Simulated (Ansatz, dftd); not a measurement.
Reaction: H4BGeO (SMILES [B](O)[GeH3], doublet) → H4BGeO (SMILES [O][BH][GeH3], doublet)
Each species at its own B3LYP-D3(BJ)/def2-TZVP minimum (Ansatz, a first-principles code), one conformer.

Property: isomerisation energy (electronic), in kJ/mol. Radicals and triplets start from unrestricted determinants; spin-orbit coupling is neglected. Correlated methods leave the cores frozen (noble-gas shells, and filled d and f shells in the p block). No relativity. CBS(X,Y): correlation extrapolated as X^-3, Hartree-Fock from the larger set. A bracket is a step between two methods taken in the basis named. Double hybrids freeze cores in their MP2 part. The UHF reference of H4BGeO ([O][BH][GeH3], doublet) is spin-contaminated (<S^2> up to 0.04 over the pure value in the sets run).

```
level                                                               program  isomerisation energy (kJ/mol)
-----------------------------------------------------------  --------------  -----------------------------
B3LYP-D4/def2-TZVPD                                          Ansatz + dftd4                          -60.8
PBE0-D3(BJ)/def2-TZVPD                                       Ansatz + dftd3                              …
r2SCANh-D4/def2-TZVPD                                        Ansatz + dftd4                              …
B2GP-PLYP/def2-TZVPD                                                 Ansatz                              …
CCSDT(Q)/cc-pVDZ                                                     Ansatz                              …
CCSD(T)/CBS(cc-pVTZ,cc-pVQZ) + [CCSDT(Q) - CCSD(T)]/cc-pVDZ          Ansatz                              …
```

### Question
Fill in the missing entries.

### Answer

- PBE0-D3(BJ)/def2-TZVPD, isomerisation energy (kJ/mol): -45.7
- r2SCANh-D4/def2-TZVPD, isomerisation energy (kJ/mol): -48.9
- B2GP-PLYP/def2-TZVPD, isomerisation energy (kJ/mol): -47.7
- CCSDT(Q)/cc-pVDZ, isomerisation energy (kJ/mol): -58.6
- CCSD(T)/CBS(cc-pVTZ,cc-pVQZ) + [CCSDT(Q) - CCSD(T)]/cc-pVDZ, isomerisation energy (kJ/mol): -47.0
